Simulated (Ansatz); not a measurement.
# How basis sets differ on SiH2SF2 (SMILES F[SiH](F)S)

SiH2SF2 has 6 atoms, charge 0, and is taken as a singlet. SMILES: `F[SiH](F)S`. The coordinates come from a PBE0-D4/def2-TZVP relaxation. This is one conformer, not always the lowest.

```jsonl
{"atom": "F", "x (Å)": "-0.3901", "y (Å)": "-1.5037", "z (Å)": "0.7036"}
{"atom": "Si", "x (Å)": "0.4133", "y (Å)": "-0.3089", "z (Å)": "0.0411"}
{"atom": "F", "x (Å)": "0.4915", "y (Å)": "-0.6632", "z (Å)": "-1.5017"}
{"atom": "S", "x (Å)": "-0.5551", "y (Å)": "1.5326", "z (Å)": "0.3558"}
{"atom": "H", "x (Å)": "1.7691", "y (Å)": "-0.2494", "z (Å)": "0.6058"}
{"atom": "H", "x (Å)": "-1.6865", "y (Å)": "1.1287", "z (Å)": "-0.2507"}
```

Each level gives the HOMO–LUMO gap (eV). The values are calculated.

| level | kind | program | value (eV) |
| --- | --- | --- | --- |
| HF/STO-3G | Hartree–Fock | Ansatz | 18.45 |
| HF/3-21G | Hartree–Fock | Ansatz | 15.63 |
| HF/def2-SVP | Hartree–Fock | Ansatz | 15.15 |
| HF/6-311G** | Hartree–Fock | Ansatz | 14.39 |

The values span 14.39 to 18.45 eV. A Hartree–Fock LUMO above zero doesn't converge with the basis: it sinks as sets grow more diffuse. Orbital gaps aren't excitation energies.
